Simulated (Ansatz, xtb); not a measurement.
## Relative energy of two structures of BFH5SSi

Structure X is a doublet given by its coordinates and structure Y is a doublet given by its coordinates. Both are isolated molecules in the gas phase, relaxed with PBE0-D3(BJ)/def2-SVP.

X (Å):

| atom | x (Å) | y (Å) | z (Å) |
| --- | --- | --- | --- |
| B | -0.9063 | 0.0014 | 1.4223 |
| F | -1.1560 | -0.6957 | -1.5710 |
| S | -1.8645 | 1.5392 | 1.2033 |
| Si | -1.4801 | -1.2933 | -0.0941 |
| H | -3.0233 | 1.1513 | 1.7835 |
| H | 0.2713 | 0.1334 | 1.1624 |
| H | -1.2771 | -0.7799 | 2.2854 |
| H | -2.9448 | -1.5648 | -0.0260 |
| H | -0.6751 | -2.5353 | 0.0831 |

Close contacts (Å): B1–S3 1.83, B1–Si4 2.07, F2–Si4 1.63, B1–H6 1.21, B1–H7 1.22, S3–H5 1.35, Si4–H8 1.49, Si4–H9 1.49.

Y (Å):

```
atom    x (Å)    y (Å)    z (Å)
   B  -0.2523   1.0235   1.0534
   F   1.4353  -1.4206   0.3887
   S   0.4718   1.8667  -0.3978
  Si  -0.1262  -0.9925   0.5648
   H   0.4042   0.9811   2.0755
   H  -1.4668   1.0957   1.0849
   H  -0.8333  -1.3104  -0.7067
   H  -0.6832  -1.7553   1.7192
   H   1.7782   1.7571  -0.0661
```

Close contacts (Å): B1–S3 1.83, B1–Si4 2.08, F2–Si4 1.63, B1–H5 1.22, B1–H6 1.22, S3–H9 1.35, Si4–H7 1.49, Si4–H8 1.49.

Problem. Estimate E(Y) − E(X) at the level CCSD(T)/def2-SVP + ΔMP2/def2-TZVPP.

Solution. Too close to call at this level: CCSD(T)/def2-SVP + ΔMP2/def2-TZVPP gives E(Y) − E(X) = −0.52 kcal/mol.

The same difference at several levels:

| level | geometry | E(Y) − E(X) (kcal/mol) | departure from the last row (kcal/mol) | job, with rough time for the two |
| --- | --- | --- | --- | --- |
| PBE0-D3(BJ)/def2-SVP | PBE0-D3(BJ)/def2-SVP | −0.58 | −0.06 | optimisation, 44 s |
| HF/def2-SVP | PBE0-D3(BJ)/def2-SVP | −0.80 | −0.28 | part of the CCSD(T) run |
| MP2/def2-SVP | PBE0-D3(BJ)/def2-SVP | −0.65 | −0.12 | part of the CCSD(T) run |
| CCSD(T)/def2-SVP | PBE0-D3(BJ)/def2-SVP | −0.58 | −0.06 | single point |
| CCSD(T)/def2-SVP + ΔMP2/def2-TZVPP | PBE0-D3(BJ)/def2-SVP | −0.52 |  | single point, 21 s |

The largest departure from CCSD(T)/def2-SVP + ΔMP2/def2-TZVPP is that of HF/def2-SVP, 0.28 kcal/mol. Levels run at GFN2-xTB geometries aren't shown. The last row adds to CCSD(T) the change of the MP2 difference between the two basis sets, here +0.06 kcal/mol.

With harmonic frequencies from PBE0-D3(BJ)/def2-SVP (ideal gas, rigid rotor, one conformer each, 298.15 K, 1 atm): the zero-point term adds −0.01 kcal/mol; ΔH is −0.52 and ΔG −0.59 kcal/mol.

Open shells are spin-unrestricted. The correlated steps freeze 12 core orbitals. Run with Ansatz 0.2.0; the last row on 2 threads of Intel(R) Xeon(R) 6975P-C (Granite Rapids) on a shared host.
